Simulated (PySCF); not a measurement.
H₁₁NSi₄, SMILES N([SiH3])[SiH2][SiH2][SiH3].

Geometry optimised at ωB97X-D3(BJ)/def2-SVP. This is a generated structure with no PubChem entry under its InChIKey; it may be hypothetical. One conformer was computed; it need not be the lowest.

The numbers are results of CAM-B3LYP/def2-TZVP run with PySCF, not measurements.

Gas-phase values at a fixed geometry.

Question: Estimate the frontier levels, gap, dipole moment and polarisability. (Estimate from the structure and the level; the computed values follow.)

Answer: 
```
Quantity                                                                                                          Value
---------------------------------------------------------------------------------------------  ------------------------
highest occupied level                                                                                         -8.44 eV
lowest empty level                                                                                              0.48 eV
orbital gap                                                                                                     8.92 eV
dipole moment                                                                                                    0.87 D
quadrupole, principal values (traceless, Buckingham form, about the centre of nuclear charge)    -3.71, -1.38, 5.09 D·Å
mean static polarisability                                                                       118.0 bohr³ (17.48 Å³)
polarisability, principal values                                                               97.2, 125.2, 131.5 bohr³
```
